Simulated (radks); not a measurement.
Results of a calculation; reference values are marked as such.
Task: Neutral potassium, 19 electrons, occupied as [Ne] 3s1 3p6 4s1 3d1 (not the ground configuration). Level of theory: non-relativistic Kohn-Sham, PBEsol, spin-polarised, spherical densities, point nucleus; open shells are filled with parallel spins first (a radial shooting solver on a logarithmic mesh with Libxc functionals). Some entries of the table are withheld. Estimate them.

orbital  occ.  eigenvalue (eV)  r(max) (bohr)  <1/r> (bohr^-1)
1s up       1        -3507.264        0.05357            18.52
1s down     1        -3506.900        0.05357            18.52
2s up       1        -356.3356         0.3205            3.763
2s down     1        -355.8679         0.3205            3.764
2p up       3        -286.1698            (1)            3.689
2p down     3        -285.7152            (2)            3.690
3s up       1         -39.8294          1.072            1.114
3s down     0         -37.9155          1.075            1.109
3p up       3         -23.3129          1.136           0.9880
3p down     3         -21.5104          1.142           0.9808
4s up       1          -3.3317          3.689           0.2961
3d up       1              (3)          1.485           0.5075

Result: 
(1) 2p up r(max) (bohr): 0.2634
(2) 2p down r(max) (bohr): 0.2634
(3) 3d up eigenvalue (eV): -1.2522
